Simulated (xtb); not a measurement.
C₃H₁₃NSi₂, SMILES C[SiH2]N[C@H](C)[SiH3]. All values are semi-empirical tight-binding results from xtb (GFN2-xTB unless named), good for trends rather than for accurate numbers. Coordinates come from a GFN2-xTB optimisation. The structure was generated by enumeration; whether it is a known compound was not checked. One conformer was computed; it need not be the lowest.

Optimised geometry:

Bonds (Å): C1–Si2 1.894, C1–H7 1.084, C1–H8 1.085, C1–H9 1.086, Si2–N3 1.717, Si2–H10 1.468, Si2–H11 1.478, N3–C4 1.451, N3–H12 1.012, C4–C5 1.531, C4–Si6 1.912, C4–H13 1.100, C5–H14 1.088, C5–H15 1.088, C5–H16 1.091, Si6–H17 1.462, Si6–H18 1.468, Si6–H19 1.460. Bond angles (°): Si2–C1–H7 110.0, Si2–C1–H8 111.5, Si2–C1–H9 112.2, H7–C1–H8 107.7, H7–C1–H9 107.5, H8–C1–H9 107.8, C1–Si2–N3 105.3, C1–Si2–H10 111.2, C1–Si2–H11 108.4, N3–Si2–H10 107.4, N3–Si2–H11 116.1, H10–Si2–H11 108.4, Si2–N3–C4 125.9, Si2–N3–H12 114.9, C4–N3–H12 110.7, N3–C4–C5 111.7, N3–C4–Si6 112.8, N3–C4–H13 106.6, C5–C4–Si6 111.2, C5–C4–H13 107.3, Si6–C4–H13 107.0, C4–C5–H14 110.6, C4–C5–H15 110.0, C4–C5–H16 110.7, H14–C5–H15 108.7, H14–C5–H16 108.5, H15–C5–H16 108.2, C4–Si6–H17 110.3, C4–Si6–H18 106.5, C4–Si6–H19 109.8, H17–Si6–H18 109.0, H17–Si6–H19 111.3, H18–Si6–H19 109.7.
Charge 0, spin multiplicity 1.

Computed properties:
The orbital gap comes out as 4.92 eV. The dipole moment comes out as 1.17 D. The zero-point energy is 92.9 kcal/mol and the G − E(el) at 298.15 K (modified RRHO) is 70.7 kcal/mol. The static polarisability (D4 model) is 105.2 bohr³, the solvation energy, GFN2-xTB/ALPB(water) comes out as -0.4 kcal/mol and the solvation energy, GFN2-xTB/ALPB(octanol) comes out as -4.4 kcal/mol.

### Question
Give the atomic charges and the Wiberg bond orders between heavy atoms. (Estimate from the structure and the level; the computed values follow.)

### Answer
charges (e) C1 -0.20, Si2 0.47, N3 -0.34, C4 -0.05, C5 -0.11, Si6 0.45, H7 0.01, H8 0.02, H9 0.01, H10 -0.10, H11 -0.10, H12 0.14, H13 0.00, H14 0.03, H15 0.02, H16 0.03, H17 -0.09, H18 -0.09, H19 -0.09. Bond orders C1–Si2 0.88, Si2–N3 1.15, N3–C4 1.03, C4–C5 1.01, C4–Si6 0.86.
